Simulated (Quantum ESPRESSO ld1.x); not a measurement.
These are the eigenvalues of the occupied orbitals of an atom or ion with whole-number occupations (hartree). All-electron calculation, non-relativistic Kohn-Sham, revPBE, spin-unpolarised, spherical densities, point nucleus. Program: ld1.x of Quantum ESPRESSO 7.5.

orbital  eigenvalue
1s         -2829.82
2s         -475.473
2p         -457.615
3s         -112.839
3p         -104.373
3d         -88.5832
4s         -24.7767
4p         -21.0815
4d         -14.2718
4f         -5.07990
5s         -4.06794
5p         -2.85483
5d         -0.92938
6s         -0.50457

Which element is it, and in what charge state? The configuration may be excited.

Answer. Z = 81, thallium, charge +1: Tl+ in [Hg]. The list shows which subshells hold electrons but not how many an open one holds; the 1s level, -2829.8 hartree, gives Z - s = 75.2 by -(Z - s)^2/2, which with screening narrows Z to a few neighbours, and the depths of the outer levels then fix element, charge and occupations together.
